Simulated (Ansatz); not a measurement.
CH5AlBNO, SMILES `B1C[NH][AlH][O]1`. Total charge 0; spin multiplicity 1. The structure was optimised at the PBE0-D4/def2-TZVP level.

```xyz
10

B     0.355    0.907    0.915
C    -0.541   -0.397    0.751
N    -0.421   -0.866   -0.630
Al    0.661    0.223   -1.488
O     1.026    1.321   -0.186
H     0.447    1.509    1.952
H    -1.581   -0.157    1.026
H    -0.215   -1.153    1.483
H    -0.943   -1.690   -0.867
H     1.211    0.304   -2.955
```

Q: What is the dipole moment at PBE/def2-TZVPP? (Best estimate.)

A: The calculation gave: 2.14 D, with components (-0.93, -1.69, -0.92) D in this frame, pointing from negative to positive charge.

Q: And with r2SCAN, B3LYP, ωB97M-V? (An estimate is asked.)

A: Computed: r2SCAN 2.12 D, B3LYP 2.11 D, ωB97M-V 2.11 D.

Q: Give the Mulliken charges with PBE, B3LYP, r2SCAN in def2-TZVPP. (Best estimate.)

A: Ansatz gave: 
```
atom    PBE  B3LYP  r2SCAN
  B1   0.14   0.16    0.23
  C2  -0.13  -0.11   -0.04
  N3  -0.28  -0.32   -0.38
 Al4   0.37   0.47    0.51
  O5  -0.31  -0.38   -0.41
  H6  -0.01   0.01   -0.02
  H7   0.09   0.08    0.05
  H8   0.09   0.08    0.05
  H9   0.13   0.11    0.12
 H10  -0.08  -0.10   -0.11
```

B3LYP here is the variant with VWN-RPA as its local correlation; programs differ in this.
